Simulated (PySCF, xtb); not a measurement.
C5H6O2, SMILES Cc1coc(O)c1. One conformer was computed; it need not be the lowest.

Harmonic wavenumbers (cm⁻¹) from GFN2-xTB in xtb 6.7.1 at its own minimum, in rising order: 96, 196, 266, 305, 353, 418, 588, 591, 624, 718, 727, 784, 977, 993, 1013, 1041, 1095, 1127, 1166, 1211, 1317, 1398, 1416, 1477, 1482, 1586, 1634, 3006, 3019, 3051, 3179, 3183, 3553.

Q: What does TPSSh-D3(BJ)/def2-SVP run with PySCF 2.14.0 give at its own minimum? (The exact figures need the calculation; the answer reports its results.)

A: 137, 194, 270, 277, 353, 463, 590, 613, 667, 711, 752, 752, 975, 991, 1016, 1051, 1134, 1165, 1197, 1259, 1363, 1414, 1473, 1473, 1501, 1625, 1669, 3027, 3095, 3128, 3247, 3287, 3815. Paired by order, the mean absolute difference is 38 cm⁻¹ and the zero-point energies are 62.3 and 63.9 kcal/mol.
